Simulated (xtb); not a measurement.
In(F)2(NCO) (CF2InNO), SMILES O=C=[N][In]([F])[F]. All values are semi-empirical tight-binding results from xtb (GFN2-xTB unless named), good for trends rather than for accurate numbers. Coordinates come from a GFN2-xTB optimisation. The structure was generated by enumeration; whether it is a known compound was not checked. The values are those of a single conformer.

The geometry has at least one imaginary mode, so it is a saddle point at that level.

For metal compounds this method's bond lengths and energies can be far off.

Task: Estimate the properties. (Estimate from the structure and the level; the computed values follow.)

Result: 
```
Item                          Result
---------------------------  -------
point group as xtb finds it       Cs
orbital gap                  2.28 eV
```
